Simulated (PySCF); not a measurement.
## Core binding energy against partial charge

Si(vinyl)3(NMe2), C8H15NSi.
Structure used (PBE0-D3(BJ)/def2-SVP), in Å, numbered top down from 1:
```xyz
25
C8H15NSi angstrom
Si     0.0668    0.4243    0.0456
C      0.1404    0.6769    1.9023
C     -0.6278   -0.0024    2.7621
H      0.8070    1.4503    2.3077
H     -1.3188   -0.7779    2.4112
H     -0.6084    0.1832    3.8423
C      1.8100    0.4802   -0.6445
C      2.9216    0.4442    0.1010
H      1.9323    0.4719   -1.7373
H      2.8811    0.4342    1.1966
H      3.9249    0.4193   -0.3402
C     -0.9588    1.7817   -0.7349
C     -0.4644    2.7179   -1.5531
H     -2.0236    1.8401   -0.4691
H      0.5921    2.7270   -1.8452
H     -1.0835    3.5239   -1.9637
N     -0.7118   -1.1021   -0.2795
C     -1.6579   -1.3099   -1.3438
C     -0.1120   -2.3204    0.2045
H     -1.2093   -1.8297   -2.2156
H     -2.0608   -0.3529   -1.7047
H     -2.5122   -1.9275   -1.0050
H      0.6056   -2.1096    1.0116
H     -0.8755   -3.0101    0.6131
H      0.4329   -2.8690   -0.5909
```

Binding energies: delta-SCF UKS SCAN, pcX-2 on the ionised atom, pcseg-1 elsewhere, spin-free X2C (PySCF). Charges: PBE0/pcSseg-1 ground-state density, for the ionised atom.

| atom | environment | C 1s (eV) | Mulliken (e) | IAO (e) | Hirshfeld (e) | ESP (e) |
| --- | --- | --- | --- | --- | --- | --- |
| C2 | carbon bonded to C, Si and H | 289.62 | -0.527 | -0.441 | -0.142 | -0.309 |
| C3 | carbon bonded to C and 2 H | 290.04 | -0.171 | -0.268 | -0.082 | -0.324 |
| C18 | carbon bonded to N and 3 H | 291.12 | -0.085 | -0.285 | -0.070 | -0.309 |

Problem. How well does each charge scheme correlate with the binding energies over these sites?

Solution. Mulliken: r = 0.83, slope 2.8 eV per e; Hirshfeld: r = 0.81, slope 16.3 eV per e; IAO: r = 0.65, slope 5.3 eV per e. On 3 points no scheme stands out. The ESP charges vary by under 0.03 e and aren't fitted.

Problem. The point-charge model writes a binding energy as kq + V + constant, with V the potential of the other atoms' charges at the site. What does it give with the Mulliken charges?

Solution. V = Σ 14.40 eV Å × q/r over all other atoms: +5.69 eV at C2, +0.57 eV at C3, -0.30 eV at C18. Fitting binding energy − V to q gives k = 16.6 eV per e and leaves an rms residual of 0.22 eV, against 0.35 eV for the fit on q alone. The model has no term for differences in relaxation between sites.

One conformer (not necessarily the lowest) at the PBE0-D3(BJ)/def2-SVP geometry, without solvent, vibrations or thermal averaging.
